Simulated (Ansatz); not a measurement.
BeO, singlet: energies of several shapes or isomers

Computed with Ansatz's Gaussian-basis code (development build). Basis cc-pVDZ, nonrelativistic, 1 orbital frozen in the corrections; active space CAS(8,8). Restricted Hartree–Fock, then the lowest state-specific CASSCF solution met for each case. On stretched bonds single-reference methods can fail or change state. Unlike active orbitals can shift such differences by tenths of an eV, at times by over 1 eV.

Case A: bond length 1.3385 Å.

Case B: bond length 1.4455 Å.

Case C: bond length 1.2314 Å.

Energy less that of case A, in eV:

| case | RHF/ROHF | CASSCF |
| --- | --- | --- |
| B | +0.423 | +0.183 |
| C | +0.170 | +0.410 |

(1) What does SC-NEVPT2 give for these differences?

(2) Which case is lowest, and do the methods agree?

## Answers

(1) B: +0.142 eV (3.3 kcal/mol); C: +0.428 eV (9.9 kcal/mol).

(2) A is lowest in SC-NEVPT2. Of the methods shown, RHF/ROHF, CASSCF agree.
